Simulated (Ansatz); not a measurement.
```yaml
crystal:
  periodic: [false, false, false]
  atoms:
    - {symbol: C, position_ang: [-2.490004, 0.143746, 0.713938]}
    - {symbol: O, position_ang: [-1.542862, -1.177689, 1.405622]}
    - {symbol: Si, position_ang: [0.477387, -1.359168, 1.229675]}
    - {symbol: S, position_ang: [1.266903, -1.640319, -1.323652]}
    - {symbol: Si, position_ang: [1.996077, 0.850013, -1.810969]}
    - {symbol: F, position_ang: [0.417200, 2.079848, -1.769072]}
    - {symbol: H, position_ang: [-3.774804, 0.009475, 1.148317]}
    - {symbol: H, position_ang: [-2.012880, 1.363221, 1.112031]}
    - {symbol: H, position_ang: [-2.472639, 0.095758, -0.652121]}
    - {symbol: H, position_ang: [1.347195, 0.139731, 1.903646]}
    - {symbol: H, position_ang: [0.930104, -2.908451, 2.123420]}
    - {symbol: H, position_ang: [2.700857, 0.878154, -3.519577]}
    - {symbol: H, position_ang: [3.183218, 1.482305, -0.543007]}
basis:
  gaussian: {orbitals: "6-31G*", final_grid: {core_spheres: 1, valence_spheres: 1, degree: 1}}
hamiltonian: {xc: {name: PBE}}
output: {forces: true}
```

```sh
$ ansatz run in.yaml --threads 2 --pin off --events-out ev --progress --plain --max-ram 20480MiB --backend cpu
```

Shortened log:

```
Functional definition: PBE
1364 factors; their error is unknown
mean field evaluation 1: about -32469.6571 eV, gradient 6.3e1 eV
mean field evaluation 2: about -32237.8882 eV, gradient 2.7e2 eV
mean field evaluation 4: about -32471.3225 eV, gradient 4.4e1 eV
mean field evaluation 8: about -32478.1348 eV, gradient 2.3e0 eV
mean field evaluation 16: about -32471.6231 eV, gradient 2.6e1 eV
mean field evaluation 32: about -32523.5627 eV, gradient 1.1e-2 eV
mean field -32523.70172376 eV, -1195.2239929914 hartree, gradient 5.5e-6 eV, S^2 0.000000; 8 other end points of the search recorded, 0 dependent functions left out
reference -32523.70178324 eV, -1195.2239951771 hartree; 37, 37 occupied and 79, 79 virtual orbitals, 1364 factors
Total energy: -32523.70178324 eV, -1195.2239951771 hartree
Atom 0 at    -2.490004     0.143746     0.713938 Å, force    -9.243830    10.298101   -11.201536 eV/Å
Atom 1 at    -1.542862    -1.177689     1.405622 Å, force    15.450238   -13.968297    14.884092 eV/Å
Atom 2 at     0.477387    -1.359168     1.229675 Å, force    -6.360827    -1.793839    -0.509496 eV/Å
Atom 3 at     1.266903    -1.640319    -1.323652 Å, force     3.129828    -0.480567     1.460650 eV/Å
Atom 4 at     1.996077     0.850013    -1.810969 Å, force     4.631348    -5.024705    -8.912379 eV/Å
Atom 5 at     0.417200     2.079848    -1.769072 Å, force     1.385731     9.529540     3.828377 eV/Å
Atom 6 at    -3.774804     0.009475     1.148317 Å, force     1.627437     0.005750    -1.705362 eV/Å
Atom 7 at    -2.012880     1.363221     1.112031 Å, force    -0.391566    -0.956826    -1.677240 eV/Å
Atom 8 at    -2.472639     0.095758    -0.652121 Å, force     0.095978    -0.041339     1.812591 eV/Å
Atom 9 at     1.347195     0.139731     1.903646 Å, force    -2.081675    -1.288061    -1.532935 eV/Å
Atom 10 at     0.930104    -2.908451     2.123420 Å, force    -2.419613     3.971326    -1.987604 eV/Å
Atom 11 at     2.700857     0.878154    -3.519577 Å, force    -6.946536    -2.183212     2.020316 eV/Å
Atom 12 at     3.183218     1.482305    -0.543007 Å, force     1.123488     1.932129     3.520528 eV/Å
Dipole moment:     0.064668     0.473041     0.282514 e Å
```

(1) Something in this input is off. What?

## Answers

(1) The integration grid is far too coarse. The run converged. The result belongs to that input, not to the molecule as meant.
